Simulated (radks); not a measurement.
The rhodium ion Rh+ inside a hard spherical wall (all orbitals vanish at R), configuration held at [Kr] 4d8 and not refilled when levels cross. Method: scalar-relativistic Kohn-Sham, LDA (Slater exchange, VWN5 correlation), spin-unpolarised, spherical densities, finite nucleus; Fermi nuclear charge, rms radius 4.4945 fm; computed with a radial shooting solver on a logarithmic mesh with Libxc functionals. Eigenvalues in eV, with the zero of energy where the potential of the charges vanishes at infinity; a dash marks a level that is unbound or too diffuse for the functional's potential to be trusted. A positive occupied level is held by the wall or, in an anion where self-interaction has pushed it up, behind a barrier. The pressure on the wall is -dE/dV.

R (bohr),E (hartree),kinetic (hartree),e(3d),e(4s),e(4p),e(4d),"e(5s, empty)","e(5p, empty)",pressure (GPa)
free,-4779.14936,4947.963,-308.64,-90.308,-58.321,-13.852,-11.108,-6.330,0
20,-4779.14936,4947.963,-308.64,-90.308,-58.321,-13.852,-11.108,-6.330,< 0.0001
12,-4779.14936,4947.963,-308.64,-90.308,-58.321,-13.852,-11.108,-6.328,< 0.0001
10,-4779.14936,4947.963,-308.64,-90.308,-58.321,-13.852,-11.107,-6.312,< 0.0001
8,-4779.14928,4947.964,-308.63,-90.300,-58.314,-13.846,-11.088,-6.187,0.00548
7,-4779.14886,4947.969,-308.60,-90.271,-58.285,-13.820,-11.020,-5.936,0.0439
4,-4779.03937,4948.638,-305.67,-87.692,-55.813,-11.437,-5.801,2.582,29.3
3,-4778.41592,4951.619,-297.23,-80.942,-49.366,-4.395,10.693,24.038,385
2,-4771.89683,4978.929,-256.64,-51.791,-19.146,32.390,106.25,132.09,11200
